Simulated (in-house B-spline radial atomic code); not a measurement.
A fraction x of an electron is added to 2p in F, starting from [He] 2s2 2p5 and keeping the highest spin. Computed with a radial B-spline atomic code at the basis-set limit: non-relativistic M06-2X, spin-polarised, spherical fractional occupations, point nucleus.

Caution: exact exchange at fractional occupations of open shells leaves self-interaction of up to several eV.

```csv
x,E(x) - E(0) (eV),2p down level (eV)
0,0.0000,-11.642
0.1,-1.1082,-10.526
0.2,-2.1062,-9.438
0.3,?,?
0.4,-3.7834,-7.356
0.5,?,?
0.6,-5.0578,-5.412
0.7,-5.5529,-4.498
0.8,-5.9589,-3.628
```

What belongs in the row x = 0.3?

An energy change of -2.9969 eV; 2p down at -8.381 eV.

What belongs in the row x = 0.5?

An energy change of -4.4692 eV; 2p down at -6.366 eV.

Check Janak's theorem between x = 0.1 and 0.2.

The slope of the energy is -9.98 eV; the orbital levels give -9.98 eV (ε of the filling orbital, averaged over the two points).
